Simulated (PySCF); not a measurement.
A calculated (UHF, PySCF 2.14, cc-pVTZ-DK, scalar relativity by spin-free X2C-1e) atom or ion has these occupied shells.

| shell | electrons | orbital energy (eV) | rms radius, mean of both spins (bohr) |
| --- | --- | --- | --- |
| 1s | 2 | -1899.0 | 0.129 |
| 2s | 2 | -189.72 | 0.611 |
| 2p | 6 | -137.11 | 0.598 |
| 3s | 2 | -32.224 | 2.12 |

Problem. Name the element and its charge.

Solution. Si²⁺ (silicon, charge +2), in [Ne] 3s2, closed-shell 1S.
